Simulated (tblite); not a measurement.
Compound: C3H11BS2Si.
Atom-mapped SMILES: `[BH2:1][Si@H:2]([CH2:3][S:4][CH3:5])[S:6][CH3:7]` (hydrogens: H8, H9 on B1; H10 on Si2; H11, H12 on C3; H13, H14, H15 on C5; H16, H17, H18 on C7)

Computed with GFN2-xTB (tblite), gas phase: L-BFGS steps from a force-field or distance-geometry start until the largest atomic force falls under 0.01 eV/Å.

Step 78: E = -584.1653 eV
```
atom  x, y, z in Å  |  force x, y, z in eV/Å
B1     -0.7230   -1.6973    1.0701    0.011  -0.011  -0.006
Si2     0.4013   -0.1616    0.6578   -0.006   0.034   0.031
C3     -0.2794    0.7807   -0.8837    0.001   0.004   0.003
S4     -1.9429    1.4138   -0.5288   -0.023   0.016  -0.008
C5     -2.8375   -0.1460   -0.4079   -0.012  -0.015   0.040
S6      2.3796   -0.8659    0.0958    0.036   0.004  -0.006
C7      3.2359    0.7056   -0.2350   -0.005   0.011   0.014
H8     -1.2237   -1.8486    2.1164   -0.021   0.055   0.014
H9     -0.8247   -2.5758    0.3040   -0.019  -0.032  -0.020
H10     0.6645    0.9295    1.6217   -0.007  -0.069  -0.053
H11    -0.3407    0.1592   -1.7769   -0.006  -0.016  -0.002
H12     0.3109    1.6608   -1.1303   -0.022   0.025   0.017
H13    -3.8662    0.0968   -0.1543    0.030  -0.030  -0.011
H14    -2.3942   -0.7702    0.3849    0.028   0.031  -0.064
H15    -2.8008   -0.6745   -1.3585    0.018   0.013   0.052
H16     4.2599    0.4582   -0.4950   -0.024  -0.009   0.006
H17     2.7559    1.2203   -1.0605    0.013  -0.017  -0.019
H18     3.2165    1.3213    0.6583    0.008   0.007   0.013
```

Step 79: E = -584.1662 eV
```
atom  x, y, z in Å  |  force x, y, z in eV/Å
B1     -0.7254   -1.6983    1.0705    0.010   0.008  -0.001
Si2     0.4020   -0.1629    0.6552   -0.007   0.005   0.019
C3     -0.2792    0.7802   -0.8865   -0.013   0.020   0.004
S4     -1.9434    1.4122   -0.5255   -0.019  -0.012  -0.015
C5     -2.8397   -0.1481   -0.4069    0.012   0.009   0.030
S6      2.3827   -0.8655    0.0955    0.028   0.016  -0.004
C7      3.2385    0.7073   -0.2341    0.003   0.003   0.016
H8     -1.2295   -1.8427    2.1173   -0.007   0.054  -0.008
H9     -0.8299   -2.5800    0.3074   -0.011  -0.020  -0.010
H10     0.6697    0.9273    1.6190   -0.016  -0.067  -0.054
H11    -0.3401    0.1622   -1.7835   -0.004   0.008   0.033
H12     0.3076    1.6650   -1.1278   -0.024  -0.004   0.012
H13    -3.8671    0.0943   -0.1489    0.027  -0.030  -0.010
H14    -2.3928   -0.7751    0.3810    0.027   0.028  -0.053
H15    -2.8051   -0.6724   -1.3597    0.013   0.009   0.045
H16     4.2636    0.4590   -0.4900   -0.027  -0.007   0.004
H17     2.7616    1.2192   -1.0634    0.013  -0.015  -0.005
H18     3.2178    1.3249    0.6583   -0.005  -0.003  -0.002
```

Step 80: E = -584.1669 eV
```
atom  x, y, z in Å  |  force x, y, z in eV/Å
B1     -0.7281   -1.6993    1.0714    0.009   0.019  -0.001
Si2     0.4017   -0.1644    0.6537    0.003  -0.028  -0.008
C3     -0.2801    0.7799   -0.8881   -0.026   0.029   0.006
S4     -1.9444    1.4120   -0.5235   -0.013  -0.027  -0.017
C5     -2.8401   -0.1492   -0.4065    0.027   0.024   0.012
S6      2.3847   -0.8650    0.0946    0.012   0.020  -0.004
C7      3.2397    0.7088   -0.2330    0.011  -0.004   0.013
H8     -1.2343   -1.8372    2.1191    0.003   0.049  -0.028
H9     -0.8342   -2.5837    0.3105   -0.006  -0.006   0.006
H10     0.6769    0.9239    1.6151   -0.024  -0.047  -0.036
H11    -0.3416    0.1637   -1.7872    0.000   0.024   0.055
H12     0.3042    1.6676   -1.1263   -0.018  -0.022   0.007
H13    -3.8663    0.0916   -0.1437    0.017  -0.030  -0.003
H14    -2.3877   -0.7790    0.3751    0.025   0.021  -0.027
H15    -2.8082   -0.6694   -1.3611    0.007   0.003   0.030
H16     4.2657    0.4601   -0.4848   -0.025  -0.007   0.003
H17     2.7664    1.2184   -1.0662    0.012  -0.013   0.010
H18     3.2169    1.3275    0.6590   -0.014  -0.006  -0.015
```

Step 81: E = -584.1677 eV
```
atom  x, y, z in Å  |  force x, y, z in eV/Å
B1     -0.7311   -1.6982    1.0724    0.010   0.021  -0.007
Si2     0.4005   -0.1647    0.6518    0.016  -0.053  -0.040
C3     -0.2825    0.7813   -0.8894   -0.034   0.028   0.014
S4     -1.9467    1.4123   -0.5212   -0.005  -0.024  -0.015
C5     -2.8388   -0.1503   -0.4064    0.028   0.021  -0.004
S6      2.3844   -0.8653    0.0921    0.000   0.016  -0.006
C7      3.2400    0.7089   -0.2314    0.016  -0.006   0.006
H8     -1.2372   -1.8308    2.1214    0.005   0.044  -0.042
H9     -0.8363   -2.5855    0.3136   -0.004   0.005   0.022
H10     0.6852    0.9212    1.6099   -0.031  -0.019  -0.010
H11    -0.3456    0.1657   -1.7889    0.004   0.031   0.058
H12     0.2995    1.6707   -1.1270   -0.008  -0.029   0.004
H13    -3.8637    0.0867   -0.1362    0.014  -0.035   0.004
H14    -2.3779   -0.7845    0.3664    0.017   0.020  -0.004
H15    -2.8113   -0.6653   -1.3637    0.002   0.001   0.016
H16     4.2674    0.4597   -0.4767   -0.020  -0.006   0.004
H17     2.7726    1.2168   -1.0693    0.010  -0.012   0.027
H18     3.2127    1.3277    0.6606   -0.020  -0.005  -0.026
```

Q: Estimate the geometry and energy of step 82. (The exact step hangs on the optimiser's Hessian estimate; all steps are aligned on step 81, rigid shifts and turns removed.)

A: E = -584.1685 eV, largest force 0.089 eV/Å
```
atom  x, y, z in Å  |  force x, y, z in eV/Å
B1     -0.7338   -1.6952    1.0725    0.011   0.015  -0.018
Si2     0.3987   -0.1640    0.6487    0.029  -0.057  -0.062
C3     -0.2857    0.7848   -0.8909   -0.032   0.019   0.025
S4     -1.9496    1.4125   -0.5177    0.000   0.000  -0.014
C5     -2.8357   -0.1518   -0.4057    0.020   0.011  -0.018
S6      2.3821   -0.8663    0.0898   -0.005   0.001  -0.010
C7      3.2395    0.7071   -0.2290    0.015  -0.008  -0.001
H8     -1.2389   -1.8237    2.1224    0.001   0.038  -0.044
H9     -0.8351   -2.5860    0.3163   -0.007   0.010   0.034
H10     0.6914    0.9199    1.6036   -0.034   0.007   0.013
H11    -0.3508    0.1696   -1.7902    0.006   0.027   0.047
H12     0.2940    1.6750   -1.1292    0.003  -0.025   0.004
H13    -3.8595    0.0799   -0.1284    0.002  -0.036   0.016
H14    -2.3663   -0.7900    0.3581    0.013   0.014   0.025
H15    -2.8129   -0.6620   -1.3652    0.001  -0.005  -0.006
H16     4.2678    0.4568   -0.4677   -0.002  -0.008   0.003
H17     2.7788    1.2136   -1.0715    0.003  -0.005   0.031
H18     3.2071    1.3262    0.6623   -0.022   0.003  -0.026
```

The energy changes by -0.0008 eV. The first-order estimate −F·Δx gives -0.0010 eV and the mean of the old and new forces, exact on a quadratic surface, -0.0007 eV. The step makes an angle of 78° with the force vector and moves no atom by more than 0.015 Å.

What follows is the cost of the whole relaxation. On Arm Neoverse N1, one thread, shared host with 64 logical CPUs at a one-minute load of 60, this took 1.9 s wall.
